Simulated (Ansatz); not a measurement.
C2H6Si2, SMILES `[SiH2]=CC=[SiH2]` (Si–C–C–Si torsion 180°) (charge 0, multiplicity 1).

Computed with BLYP/cc-pVTZ // B3LYP-D3(BJ)/def2-TZVP (Ansatz, a program for electronic structure).

Ansatz 0.2 input:
```yaml
crystal:
  periodic: [false, false, false]
  atoms:
    - { symbol: Si, position_ang: [2.12446, -0.368026, -0.584422] }
    - { symbol: C, position_ang: [0.460974, -0.527575, -0.123012] }
    - { symbol: C, position_ang: [-0.460265, 0.527612, 0.125597] }
    - { symbol: Si, position_ang: [-2.124818, 0.368018, 0.583115] }
    - { symbol: H, position_ang: [2.756903, 0.949616, -0.765057] }
    - { symbol: H, position_ang: [2.970891, -1.548687, -0.814087] }
    - { symbol: H, position_ang: [0.09145, -1.544954, -0.014904] }
    - { symbol: H, position_ang: [-0.090118, 1.544991, 0.019782] }
    - { symbol: H, position_ang: [-2.972108, 1.548646, 0.809754] }
    - { symbol: H, position_ang: [-2.757369, -0.949642, 0.763234] }
basis:
  gaussian: { orbitals: cc-pVTZ }
hamiltonian:
  xc: blyp
```

Output:

```
Functional definition: BLYP
1238 factors; their error is unknown
mean field evaluation 1: about -17899.0348 eV, gradient 9.8e1 eV
mean field evaluation 2: about -17687.8879 eV, gradient 2.1e2 eV
mean field evaluation 4: about -17923.8830 eV, gradient 9.8e0 eV
mean field evaluation 8: about -17924.2367 eV, gradient 2.6e-1 eV
mean field evaluation 16: about -17924.2368 eV, gradient 4.0e-5 eV
mean field -17924.23681672 eV, -658.7035535305 hartree, gradient 4.0e-5 eV, S^2 0.000000; 0 other end points of the search recorded, 0 dependent functions left out
reference -17924.23721539 eV, -658.7035681812 hartree; 23, 23 occupied and 189, 189 virtual orbitals, 1238 factors
Total energy: -17924.23721539 eV, -658.7035681812 hartree
```
